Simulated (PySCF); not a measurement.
Structure problem from calculated spectra and properties.

Formula: C9H12.

- Valence photoelectron: vertical ionisation energy: 8.34 eV [ΔSCF PBE0/def2-SVPD]
- Rotational structure: rotational constants A, B, C: 3.687, 0.963, 0.822 GHz [PBE0-D3(BJ)/def2-SVP]
- UV, first state: lowest singlet excitation: 5.46 eV (227 nm, f = 0.015) [TDDFT PBE0/def2-SVPD]
- XPS: C1s 289.8, C1s 290.0, C1s 290.0, C1s 290.0, C1s 290.0, C1s 290.4, C1s 290.5, C1s 290.6, C1s 290.6 eV [ΔSCF SCAN, pcX-2 on the ionised atom, pcseg-1 elsewhere, spin-free X2C]
- Triplet: lowest triplet excitation (Tamm–Dancoff): 4.10 eV [TDA PBE0/def2-SVPD]
- 13C NMR: chemical shifts (computed TMS as zero) by class: 148.7 (1 C), 141.1 (1 C), 132.9 (1 C), 132.1 (1 C), 127.9 (1 C), 123.6 (1 C), 41.4 (1 C), 25.0 (1 C), 24.7 (1 C) ppm [GIAO HF/pcSseg-1]
- Dipole: 0.17 D [PBE0/def2-SVPD]

Gas-phase values; electronic properties from PySCF, density fitting. Levels stand in brackets. One conformer (not necessarily the lowest) at the PBE0-D3(BJ)/def2-SVP geometry, without solvent, vibrations or thermal averaging. Each NMR value is the plain mean over a class of atoms that symmetry, rotation or inversion makes alike.

Problem. Give a SMILES that accounts for the data.

Solution. Numbering: `[CH2:1]=[CH:2][CH2:3][C:4]1=[CH:5][CH2:6][CH:7]=[CH:8][CH2:9]1`. Its formula, C9H12, gives 4 degrees of unsaturation: 1 ring and 3 π bonds in the structure found. 9 carbons fall into 9 classes; from least to most shielded: alkene CH carbon [C2] (148.7 ppm), fully substituted alkene carbon [C4] (141.1 ppm), alkene CH carbon [C8] (132.9 ppm), alkene CH carbon [C7] (132.1 ppm), alkene CH carbon [C5] (127.9 ppm), terminal =CH2 carbon [C1] (123.6 ppm), allylic carbon [C3] (41.4 ppm), allylic carbon [C9] (25.0 ppm), allylic carbon [C6] (24.7 ppm). The core levels belong to: C1s 289.8 eV, alkene CH carbon [C5]; C1s 290.0 eV, alkene CH carbon [C7]; C1s 290.0 eV, terminal =CH2 carbon [C1]; C1s 290.0 eV, alkene CH carbon [C8]; C1s 290.0 eV, fully substituted alkene carbon [C4]; C1s 290.4 eV, alkene CH carbon [C2]; C1s 290.5 eV, allylic carbon [C9]; C1s 290.6 eV, allylic carbon [C6]; C1s 290.6 eV, allylic carbon [C3]. The hole state at 290.4 eV has ⟨S²⟩ = 0.83 against 0.75, so that value is less sure. The first electron is taken from the HOMO, whose largest Löwdin shares are 0.18 on an alkene CH carbon, 0.17 on the fully substituted alkene carbon and 0.12 on each of 2 atoms of one kind (alkene CH carbon). The optimised geometry has point group C1 and is an asymmetric top. Structure: `C=CCC1=CCC=CC1`. Computed isomers that give other values at the same levels: `C=C/C(C#CC)=C\CC` (rotational constant A: 2.429 GHz; this holds for the one conformer computed); `Cc1cccc(C)c1C` (13C chemical shifts (computed TMS as zero) by class: 143.6 (2 C), 141.0 (1 C), 134.4 (2 C), 133.8 (1 C), 20.9 (2 C), 15.1 (1 C) ppm); `C=C(C)[C@@]12CC=C[C@@H]1C2` (rotational constant A: 3.069 GHz; this holds for the one conformer computed). The assignments are read from this structure; whether some other isomer fits the data as well wasn't checked.

Conformer computed: `[CH2:1]=[CH:2][CH2:3][C:4]1=[CH:5][CH2:6][CH:7]=[CH:8][CH2:9]1`: C1–C2–C3–C4 118°, C2–C3–C4–C5 112°.
